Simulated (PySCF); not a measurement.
Gas-phase reaction: 2 GeH3Cl = Ge2H6 + Cl2. Level: M06-2X/def2-TZVP†; standard pressure 1 bar.

Computed with PySCF and rigid-rotor harmonic-oscillator thermochemistry at 1 bar. † marks an energy on the PBE0/def2-TZVP geometry and frequencies. All species are closed-shell singlets. Ge: all electrons, no relativistic terms. The harmonic model lacks anharmonicity and excited electronic states, which grow with temperature; levels with a mode under 35 cm⁻¹ are left out. Internal rotation in Ge2H6 is treated as a harmonic vibration of one conformer, which makes the entropy rough.

```csv
T (K),1000/T (1/K),log10 K
1000,1.0000,-15.82
1200,0.8333,-13.15
1400,0.7143,?
1600,0.6250,-9.79
1800,0.5556,-8.67
2000,0.5000,-7.77
```

### Question
Fit log10 K = a + b·(1000/T) to the five rows, get the mean ΔH° and ΔS°, and predict log10 K at 1400 K.

### Answer
Means: 1000/T = 0.7028, log10 K = -11.040. Sums of products about the means: Sxy = -2.80524, Sxx = 0.174207, so b = Sxy/Sxx = -16.10 and a = -11.040 − (-16.10)×0.7028 = 0.27.
ΔH° = −R ln 10 × 1000 K × b = −19.145 × (-16.10) = 308 kJ; ΔS° = R ln 10 × a = 5 J/K. The run's own values go from 306 kJ and 3 J/K at 1000 K to 311 kJ and 7 J/K at 2000 K.
Prediction at 1400 K: 0.27 + (-16.10)×0.7143 = -11.23. The computed value is -11.23, 0.00 from the line.
For scale, ΔH°(298 K) is 301 kJ at this level, 279 kJ at ωB97M-V/def2-TZVP†, and runs from 250 to 326 kJ over the 19 levels computed.
